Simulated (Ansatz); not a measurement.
Isolated molecules relaxed with PBE0-D4/def2-TZVP in Ansatz; ΔE leaves out vibrations. CCSD(T)/CBS is the MP2 limit (def2-TZVPP, def2-QZVPP) plus CCSD(T) − MP2 in def2-TZVPP, frozen cores. This one scheme is used for every species. DFT in def2-TZVPP. B3LYP here is the variant with VWN-RPA as its local correlation; programs differ in this. One conformer a species, not always the lowest.

`OP[SiH2][SiH3]` + `CC` → `CC[SiH2]PO` + SiH₄  (formal exchange of groups at the Si–Si bond)

| level | ΔE (kcal/mol) |
| --- | --- |
| r2SCAN-D4 | 3.9 |
| PBE0 | 5.4 |
| B3LYP | 4.1 |
| MP2/CBS(def2) | 1.0 |

What does CCSD(T)/CBS give? (Best estimate.)

Ansatz gave: +2.4 kcal/mol. The listed levels differ from it by 1.5, 3.0, 1.7, -1.4 kcal/mol.

Largest T1 diagnostic among the species: 0.014.

The D4 term adds −1.2 kcal/mol with B3LYP and −0.7 kcal/mol with PBE0; it sums over pairs of atoms, weighted by their polarisabilities, and B3LYP, whose exchange is more repulsive, gets the larger term. From PBE to PBE0 (25 % exact exchange), in def2-TZVPP and without D4, ΔE moves by −0.8 kcal/mol.
